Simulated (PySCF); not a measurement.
Species: CH4B3NO3.
SMILES with atom numbers: `[H]/[N:1]=[CH:2]/[B:3]1[O:4][BH:5][O:6][BH:7][O:8]1`

NICS = −σ at a ghost point: NICS(0) at the centroid of the ring atoms, NICS(1) 1 Å to either side along the normal of their mean plane, zz for the tensor component along that normal. Level: GIAO PBE0/pcSseg-1 (PySCF, non-relativistic, gas phase) on the PBE0-D3(BJ)/def2-SVP geometry, one conformer.

Ring bond lengths (Å), with Mayer bond orders in brackets: B3–O4 1.368 (1.12), O4–B5 1.368 (1.09), B5–O6 1.373 (1.08), O6–B7 1.369 (1.10), B7–O8 1.371 (1.08), O8–B3 1.376 (1.09).

Question: What do the NICS probes read (ppm)?

Answer: 
```
             ring                                                       type  NICS(0)  NICS(1), two faces  NICS(1)zz, two faces  rms pucker (Å)  centre to ring atoms, mean (Å)
B3–O4–B5–O6–B7–O8  6-membered ring with 3 B and 3 O; formal bonds all single     -1.4         -2.4 / -2.4           -2.5 / -2.5            0.00                            1.37
```

Question: What can be read from them?

Answer: 
- B3–O4–B5–O6–B7–O8: mean NICS(1)zz -2.5 ppm, near zero.

Question: What field does 11.7 T along the ring normal induce along that normal at the first NICS(1) probe listed for ring B3–O4–B5–O6–B7–O8, 1 Å off the ring?

Answer: NICSzz × B0 = -2.5 ppm × 11.7 T = -29 μT, against the applied field.

Question: What are the shieldings of the ring atoms and their hydrogens in the same run (means over atoms taken as equivalent)?

Answer: 
| atoms | environment | σ isotropic (ppm) |
| --- | --- | --- |
| B3 | three-coordinate boron | 78.2 |
| O4 (×2) | boron-bound oxygen | 120.6 |
| B5 (×2) | three-coordinate boron | 73.4 |
| O6 | boron-bound oxygen | 109.2 |
| H on B5 (×2) | B–H hydrogen | 26.55 |

Question: How do the values depend on the level or the medium?

Answer: 
```tsv
level	NICS(0), B3–O4–B5–O6–B7–O8	mean NICS(1)zz, B3–O4–B5–O6–B7–O8
PBE0/pcSseg-1, gas	-1.4	-2.5
wB97X-D/pcSseg-2, gas	0.2	-2.1
PBE0/pcSseg-1, IEF-PCM acetone	-1.4	-2.3
PBE0/pcSseg-1, IEF-PCM chloroform	-1.4	-2.4
```

The geometry is the same throughout; the continuum's cavity takes Bondi-type radii × 1.2.

The run took 23 s of wall time on one thread of an Arm Neoverse N1, on a shared host, and the process peaked at 0.90 GiB of memory. This is the whole shielding run at PBE0/pcSseg-1, SCF included.

The values belong to the conformer `[H]/[N:1]=[CH:2]/[B:3]1[O:4][BH:5][O:6][BH:7][O:8]1`: N1–C2–B3–O4 1°.
